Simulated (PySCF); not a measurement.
Simulation results for H5OSi2, Al2BH5N, AlBH4NO, C2H6NSi and others

Computed with PySCF 2.14.0. Calculation on a computer-drawn molecule: optimised geometry and harmonic frequencies of an isolated molecule of the commonest isotopes, restricted reference for singlets and unrestricted otherwise, frozen core in MP2.

(1) H5OSi2

Start structure:
```xyz
8
H5OSi2
O     -1.4459     0.9017    -1.0416
Si     0.1461     0.6267    -1.3256
Si     0.6071    -1.4941    -0.6923
H     -1.8437     1.6872    -1.0180
H      0.8726     1.8269    -0.6965
H      0.3315    -2.0564     0.5763
H      2.0399    -1.6633    -0.8400
H     -0.0758    -2.4083    -1.6991
```

It was run with charge 0, multiplicity 2, method HF and basis cc-pV(D+d)Z.

The calculation gives: rotational constants 17.39, 3.362, 2.954 GHz; total energy -655.6436 hartree; spin squared 0.757; convergence status largest gradient component 3.229e-05 hartree/bohr.

Drawn bonds:
| atom | other atom | order |
| --- | --- | --- |
| 1 | 2 | 1 |
| 2 | 3 | 1 |
| 1 | 4 | 1 |
| 2 | 5 | 1 |
| 3 | 6 | 1 |
| 3 | 7 | 1 |
| 3 | 8 | 1 |

Optimised structure:
```xyz
8
H5OSi2
O     -1.5199     0.8937    -1.0668
Si     0.1112     0.6875    -1.3090
Si     0.6604    -1.5402    -0.7628
H     -1.8822     1.7662    -1.1117
H      0.8847     1.6758    -0.5055
H      0.3427    -1.8675     0.6486
H      2.1157    -1.7272    -0.9809
H     -0.0807    -2.4678    -1.6487
```

Modes:
| frequency (cm⁻¹) | reduced mass (dalton) |
| --- | --- |
| 106.5 | 1.187 |
| 166.2 | 4.143 |
| 208.8 | 1.081 |
| 429.8 | 3.125 |
| 448.5 | 1.239 |
| 570.1 | 1.265 |
| 696.4 | 1.227 |
| 801 | 1.054 |
| 860.5 | 4.285 |
| 929.7 | 1.349 |
| 985.1 | 1.186 |
| 1019 | 1.037 |
| 1026 | 1.041 |
| 2245 | 1.041 |
| 2298 | 1.047 |
| 2301 | 1.037 |
| 2312 | 1.037 |
| 4165 | 1.067 |

(2) Al2BH5N

Start structure:
```xyz
9
Al2BH5N
B      0.5684    -5.1794     0.2709
Al     0.6901    -3.4355    -0.6924
Al    -0.2736    -0.9752    -0.7078
N     -1.0485     0.6636    -0.5673
H     -0.4042    -5.7803     0.2175
H      1.1680    -5.1659     1.3833
H      1.3785    -2.6993    -2.0028
H     -1.6628     0.9485     0.1085
H     -0.8017     1.4542    -1.2477
```

Here we set charge 0, multiplicity 2, method HF and basis cc-pV(D+d)Z.

It finds rotational constants 10.81, 1.573, 1.501 GHz; total energy -565.8500 hartree; spin squared 0.808; convergence status largest gradient component 1.78e-05 hartree/bohr.

Drawn bonds:
| atom | other atom | order |
| --- | --- | --- |
| 1 | 2 | 1 |
| 2 | 3 | 1 |
| 3 | 4 | 1 |
| 1 | 5 | 1 |
| 1 | 6 | 1 |
| 2 | 7 | 1 |
| 4 | 8 | 1 |
| 4 | 9 | 1 |

Optimised structure:
```xyz
9
Al2BH5N
B      0.2266    -4.7687     0.2628
Al     0.8472    -3.0581    -0.8793
Al    -0.7402    -1.0249    -1.4012
N     -0.9487     0.4606    -0.4507
H     -0.5712    -5.5752    -0.1450
H      0.6298    -4.9751     1.3803
H      2.2058    -3.1332    -1.7106
H     -0.4743     0.6885     0.4043
H     -1.5609     1.2168    -0.6985
```

Modes:
| frequency (cm⁻¹) | reduced mass (dalton) |
| --- | --- |
| 54.37 | 3.63 |
| 105.9 | 2.747 |
| 111.9 | 3.193 |
| 191.9 | 1.269 |
| 288.9 | 9.016 |
| 330.1 | 1.115 |
| 359.1 | 1.082 |
| 468.8 | 1.235 |
| 534.5 | 1.196 |
| 563.7 | 1.78 |
| 576.6 | 2.004 |
| 662.2 | 1.229 |
| 820.4 | 6.647 |
| 901.2 | 1.37 |
| 1237 | 1.131 |
| 1674 | 1.109 |
| 1924 | 1.042 |
| 2633 | 1.054 |
| 2700 | 1.12 |
| 3763 | 1.052 |
| 3845 | 1.093 |

(3) AlBH4NO

Start structure:
```xyz
8
AlBH4NO
B     -2.4022    -3.2345    -0.3124
O     -1.8521    -2.1703    -0.2935
Al    -0.9212    -0.5615    -0.2749
N     -1.5418     0.4539     0.9837
H     -2.9378    -4.2182    -0.3428
H     -0.0165    -0.7821    -1.4172
H     -1.2521     1.4383     1.2151
H     -2.2598     0.2288     1.6720
```

It was run with charge 1, multiplicity 1, method HF and basis cc-pV(D+d)Z.

It finds rotational constants 18.61, 3.313, 2.812 GHz; total energy -398.1396 hartree; convergence status largest gradient component 3.876e-05 hartree/bohr.

Drawn bonds:
| atom | other atom | order |
| --- | --- | --- |
| 1 | 2 | 1 |
| 2 | 3 | 1 |
| 3 | 4 | 1 |
| 1 | 5 | 1 |
| 3 | 6 | 1 |
| 4 | 7 | 1 |
| 4 | 8 | 1 |

Optimised structure:
```xyz
8
AlBH4NO
B     -2.4462    -3.2714    -0.2912
O     -1.8867    -2.1969    -0.2477
Al    -0.9580    -0.5777    -0.2758
N     -1.5427     0.4496     0.9821
H     -2.9872    -4.3073    -0.3312
H      0.0917    -0.5622    -1.4073
H     -1.1861     1.3736     1.1558
H     -2.2684     0.2468     1.6454
```

Modes:
| frequency (cm⁻¹) | reduced mass (dalton) |
| --- | --- |
| 112.6 | 3.123 |
| 146.3 | 2.921 |
| 235.2 | 4.133 |
| 346.2 | 1.169 |
| 464.7 | 8.348 |
| 506.9 | 1.26 |
| 554.9 | 1.173 |
| 607.2 | 1.098 |
| 749.9 | 1.283 |
| 850 | 1.387 |
| 852 | 1.389 |
| 922.8 | 6.317 |
| 1672 | 1.106 |
| 1856 | 5.118 |
| 2153 | 1.047 |
| 3020 | 1.189 |
| 3764 | 1.053 |
| 3844 | 1.093 |

(4) C2H6NSi

Start structure:
```xyz
10
C2H6NSi
C     -0.5372     1.3235    -2.2545
C     -0.0091     0.3861    -1.3325
N     -0.5480    -0.0327    -0.2937
Si    -1.9396     0.0366     0.5601
H      0.1285     2.2669    -2.3857
H     -1.5634     1.6993    -2.0066
H     -0.6206     1.0062    -3.3708
H      1.0310     0.0130    -1.5520
H     -1.9220    -0.8069     1.7304
H     -3.1139     0.7760     0.4462
```

Here we set charge 0, multiplicity 2, method HF and basis cc-pV(D+d)Z.

It finds rotational constants 15.78, 3.435, 2.895 GHz; total energy -422.5797 hartree; spin squared 0.8296; convergence status largest gradient component 1.172e-05 hartree/bohr.

Drawn bonds:
| atom | other atom | order |
| --- | --- | --- |
| 1 | 2 | 1 |
| 2 | 3 | 1 |
| 3 | 4 | 2 |
| 1 | 5 | 1 |
| 1 | 6 | 1 |
| 1 | 7 | 1 |
| 2 | 8 | 1 |
| 4 | 9 | 1 |
| 4 | 10 | 1 |

Optimised structure:
```xyz
10
C2H6NSi
C     -0.6146     1.3714    -2.2263
C      0.0240     0.3498    -1.3236
N     -0.4742    -0.2402    -0.3239
Si    -2.0452    -0.2395     0.3826
H     -0.0071     2.2803    -2.2417
H     -1.6276     1.6285    -1.9214
H     -0.6391     0.9863    -3.2498
H      1.0562     0.1022    -1.5941
H     -1.9246    -0.5767     1.8152
H     -2.8422     1.0059     0.2238
```

Modes:
| frequency (cm⁻¹) | reduced mass (dalton) |
| --- | --- |
| 115.1 | 1.055 |
| 132.2 | 1.219 |
| 196.5 | 2.61 |
| 352.5 | 2.688 |
| 540.9 | 2.204 |
| 718.4 | 6.383 |
| 765.1 | 1.287 |
| 778.9 | 1.224 |
| 873.6 | 1.114 |
| 978.2 | 2.178 |
| 1029 | 1.068 |
| 1173 | 1.657 |
| 1210 | 2.003 |
| 1498 | 1.225 |
| 1520 | 1.265 |
| 1569 | 1.074 |
| 1574 | 1.056 |
| 1728 | 6.214 |
| 2264 | 1.039 |
| 2325 | 1.043 |
| 3174 | 1.043 |
| 3198 | 1.081 |
| 3239 | 1.101 |
| 3292 | 1.102 |

(5) AlF2H2O

Start structure:
```xyz
6
AlF2H2O
O      1.3295    -0.8129     2.1722
Al     0.6386     0.6723     1.5368
F      1.0277     0.8362    -0.1098
F     -1.0580     0.5909     1.6115
H      1.0447    -1.6231     1.7904
H      1.1871     1.9377     2.3751
```

Settings of this run: charge -1, multiplicity 1, method MP2 and basis aug-cc-pV(D+d)Z.

Results for AlF2H2O: rotational constants 5.964, 5.745, 3.393 GHz; total energy -517.8443 hartree; convergence status largest gradient component 2.279e-05 hartree/bohr.

Drawn bonds:
| atom | other atom | order |
| --- | --- | --- |
| 1 | 2 | 1 |
| 2 | 3 | 1 |
| 2 | 4 | 1 |
| 1 | 5 | 1 |
| 2 | 6 | 1 |

Optimised structure:
```xyz
6
AlF2H2O
O      1.3527    -0.8222     2.1994
Al     0.6370     0.6790     1.5361
F      1.0356     0.8498    -0.1412
F     -1.0923     0.6000     1.6144
H      1.0451    -1.6374     1.7884
H      1.1916     1.9319     2.3791
```

Modes:
| frequency (cm⁻¹) | reduced mass (dalton) |
| --- | --- |
| 52.15 | 1.178 |
| 238.7 | 10.8 |
| 263.4 | 5.98 |
| 307 | 6.204 |
| 607.2 | 7.138 |
| 654.2 | 1.726 |
| 658.2 | 1.834 |
| 724.8 | 2.333 |
| 732.4 | 2.384 |
| 748.3 | 1.373 |
| 1824 | 1.039 |
| 3894 | 1.066 |

(6) CH6B2N

Start structure:
```xyz
10
CH6B2N
B     -0.0083     2.1305     0.3069
N     -0.2313     0.9022     0.7862
C      0.4930    -0.3863     0.6256
B     -0.4870    -1.5128     0.0376
H      0.2485     3.0831    -0.3156
H     -0.9542     0.8167     1.4663
H      0.8285    -0.6950     1.6306
H      1.3533    -0.2609     0.0336
H     -1.5906    -1.3205    -0.1385
H     -0.0088    -2.5445    -0.1750
```

Here we set charge 1, multiplicity 1, method HF and basis cc-pVDZ.

The calculation gives: rotational constants 29.2, 4.437, 4.175 GHz; total energy -144.9128 hartree; convergence status largest gradient component 1.065e-05 hartree/bohr.

Drawn bonds:
| atom | other atom | order |
| --- | --- | --- |
| 1 | 2 | 1 |
| 2 | 3 | 1 |
| 3 | 4 | 1 |
| 1 | 5 | 1 |
| 2 | 6 | 1 |
| 3 | 7 | 1 |
| 3 | 8 | 1 |
| 4 | 9 | 1 |
| 4 | 10 | 1 |

Optimised structure:
```xyz
10
CH6B2N
B      0.0895     2.1156     0.3312
N     -0.2860     0.9338     0.7383
C      0.4498    -0.3739     0.5732
B     -0.4680    -1.5863     0.1165
H      0.4321     3.1701    -0.0424
H     -1.1768     0.8622     1.2124
H      0.9091    -0.6106     1.5364
H      1.2655    -0.2182    -0.1337
H     -1.6514    -1.4579     0.0187
H      0.0791    -2.6223    -0.0929
```

Modes:
| frequency (cm⁻¹) | reduced mass (dalton) |
| --- | --- |
| 84.88 | 2.327 |
| 240.3 | 1.629 |
| 259.8 | 1.221 |
| 366.7 | 2.115 |
| 621.1 | 1.208 |
| 654.1 | 1.401 |
| 739.4 | 2.267 |
| 811.4 | 1.388 |
| 850 | 1.473 |
| 1006 | 2.379 |
| 1013 | 2.6 |
| 1117 | 1.507 |
| 1273 | 1.113 |
| 1302 | 1.155 |
| 1364 | 1.224 |
| 1447 | 1.358 |
| 1538 | 1.061 |
| 1696 | 4.34 |
| 2727 | 1.054 |
| 2836 | 1.131 |
| 3003 | 1.15 |
| 3212 | 1.063 |
| 3274 | 1.103 |
| 3706 | 1.075 |

(7) BFH3OSi

Start structure:
```xyz
7
BFH3OSi
O     -0.9924    -1.1639     0.8474
Si    -0.0770    -0.0584     1.1942
B      0.6814     1.4889     0.0800
F      1.5049     2.3282     0.7958
H      0.4761    -0.1415     2.6106
H      1.2823     1.0164    -0.8824
H     -0.3017     2.1737    -0.2988
```

It was run with charge -1, multiplicity 1, method HF and basis aug-cc-pV(D+d)Z.

It finds rotational constants 25.7, 2.59, 2.399 GHz; total energy -489.7640 hartree; convergence status largest gradient component 2.157e-05 hartree/bohr.

Drawn bonds:
| atom | other atom | order |
| --- | --- | --- |
| 1 | 2 | 2 |
| 2 | 3 | 1 |
| 3 | 4 | 1 |
| 2 | 5 | 1 |
| 3 | 6 | 1 |
| 3 | 7 | 1 |

Optimised structure:
```xyz
7
BFH3OSi
O     -1.0137    -1.2072     0.8701
Si    -0.0492    -0.0606     1.1876
B      0.6592     1.5113     0.0403
F      1.5444     2.2988     0.8878
H      0.4742    -0.1082     2.6165
H      1.2659     1.0350    -0.9195
H     -0.3072     2.1742    -0.3361
```

Modes:
| frequency (cm⁻¹) | reduced mass (dalton) |
| --- | --- |
| 58.79 | 3.28 |
| 171.8 | 6.206 |
| 315 | 11.21 |
| 342.5 | 1.269 |
| 560.1 | 4.731 |
| 758.8 | 1.547 |
| 884.2 | 2.583 |
| 934.4 | 1.533 |
| 1027 | 1.136 |
| 1135 | 1.375 |
| 1224 | 8.718 |
| 1239 | 1.106 |
| 2074 | 1.043 |
| 2408 | 1.096 |
| 2412 | 1.06 |

(8) CH5AlBO

Start structure:
```xyz
9
CH5AlBO
B     -1.1622    -2.6275    -0.6505
C     -0.2325    -1.6380    -0.0874
O     -0.2137    -1.6025     1.4379
Al    -0.2348    -1.7303     3.0235
H     -1.3341    -2.7066    -1.7500
H     -1.8738    -3.2931     0.1055
H      0.7602    -1.8148    -0.3731
H     -0.4977    -0.6537    -0.3374
H     -0.3034    -1.8443     4.4971
```

Settings of this run: charge 1, multiplicity 1, method HF and basis cc-pV(D+d)Z.

Drawn bonds:
| atom | other atom | order |
| --- | --- | --- |
| 1 | 2 | 1 |
| 2 | 3 | 1 |
| 3 | 4 | 1 |
| 1 | 5 | 1 |
| 1 | 6 | 1 |
| 2 | 7 | 1 |
| 2 | 8 | 1 |
| 4 | 9 | 1 |

Questions
1. CH5AlBO (entry 8): total energy?
2. Give the table of modes values for CH5AlBO (entry 8).

Calculated values
1. -381.9988 hartree
2. 
Modes:
| frequency (cm⁻¹) | reduced mass (dalton) |
| --- | --- |
| 107 | 4.001 |
| 160.8 | 2.894 |
| 281.7 | 1.064 |
| 390.6 | 2.349 |
| 431.5 | 1.181 |
| 432.4 | 1.289 |
| 624.7 | 1.295 |
| 655.4 | 3.423 |
| 915 | 2.081 |
| 1006 | 2.089 |
| 1124 | 1.5 |
| 1283 | 1.577 |
| 1344 | 3.29 |
| 1354 | 1.077 |
| 1453 | 1.42 |
| 1541 | 1.089 |
| 2184 | 1.054 |
| 2709 | 1.057 |
| 2810 | 1.128 |
| 3215 | 1.06 |
| 3267 | 1.104 |

Further results for CH5AlBO (entry 8):

```
rotational constants                          : 26.24, 2.822, 2.589 GHz
convergence status largest gradient component : 2.737e-05 hartree/bohr
```

Optimised structure:
```xyz
9
CH5AlBO
B     -1.2411    -2.6558    -0.6490
C     -0.2352    -1.6245    -0.0106
O     -0.2052    -1.6376     1.4326
Al    -0.2368    -1.7186     3.0174
H     -1.3097    -2.6894    -1.8393
H     -1.9080    -3.3754     0.0366
H      0.7824    -1.8185    -0.3552
H     -0.4829    -0.6066    -0.3179
H     -0.2556    -1.7845     4.5511
```
